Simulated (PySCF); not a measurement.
methylhydroxycarbene (C2H4O), SMILES C[C]O (connectivity only; charge and spin as stated), neutral, multiplicity 1.

Coordinates come from a r2SCAN-D4/def2-TZVP optimisation. A frequency run showed that this geometry is not a minimum. Other conformers were not sampled.

Two levels are set side by side: PBE/def2-TZVPD (PySCF) and r2SCAN/def2-TZVPD (PySCF). Same geometry, gas phase. Differences are taken from unrounded values.

| quantity | r2SCAN | PBE | PBE minus r2SCAN |
|---|---|---|---|
| orbital gap (eV) | 2.94 | 2.39 | -0.54 |
| highest occupied level (eV) | -5.14 | -4.93 | 0.20 |
| lowest empty level (eV) | -2.20 | -2.54 | -0.34 |
| dipole moment (D) | 3.35 | 3.23 | -0.11 |
| mean polarisability (bohr³) | 36.5 | 38.8 | 2.3 |

Rough cost on one machine, each run with all the roots and properties that it gave: r2SCAN against PBE about 4 times.
